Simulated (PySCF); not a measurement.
H4Si2 (SMILES [SiH][SiH3]), singlet, at the geometry of the source list. Base run: B3LYP/def2-SVP in PySCF.

Input for PySCF:
```python
from pyscf import gto, scf, dft

mol = gto.M(
    atom='''
Si   -0.554000   -0.010100   -0.006400
Si    1.558900    0.868100   -0.099500
H    -0.939700   -0.994000   -1.032000
H    -1.486100    1.113200   -0.207300
H    -0.989500   -0.627000    1.257500
H     2.410400   -0.350100    0.087700
''',
    basis='def2-svp',
    charge=0,
    spin=0,
    verbose=4,
)

mf = dft.RKS(mol)
mf.xc = 'b3lyp'
mf.kernel()
mo_i, mo_e, stable_i, stable_e = mf.stability(internal=True, external=True, return_status=True, nroots=6, tol=1e-6)
print('internally stable:', stable_i, ' externally stable:', stable_e)
if not stable_e:
    umf = mf.to_uhf() if not hasattr(mf, 'xc') else mf.to_uks()
    umf.scf_summary = {}
    umf.kernel(umf.make_rdm1(mo_e, umf.mo_occ))
```

The bond that is stretched is that between atoms 4 and 1. A test that says stable can miss a lower solution.

The base run was repeated with changes; each row names its change, and settings that it needs were set with it.

| change | ΔE vs base (mEh) | <S^2> | E after following the instability (Eh) | <S^2> there | HOMO-LUMO gap (eV) | stability test says |
|---|---|---|---|---|---|---|
| base | 0.000 | 0.000 | -581.15795 | 0.12 | 2.61 | external instability |
| bond × 1.25 | 23.013 | 0.000 | -581.13496 | 0.13 | 2.61 | external instability |
| bond × 1.5 | 65.030 | 0.000 | -581.09297 | 0.14 | 2.61 | external instability |
| bond × 1.8 | 110.2 | 0.000 | -581.04762 | 0.00 | 2.51 | external instability |
| bond × 2.2 | 152.7 | 0.000 | -581.00510 | 0.00 | 1.85 | external instability |
| bond × 3.0 | 194.4 | 0.000 | -580.96341 | 0.00 | 1.07 | external instability |

Where a bond breaks into two radicals, a solution with restricted orbitals usually stops being the lowest and lies too high; an unrestricted one lies lower at the price of spin contamination, which <S^2> shows.
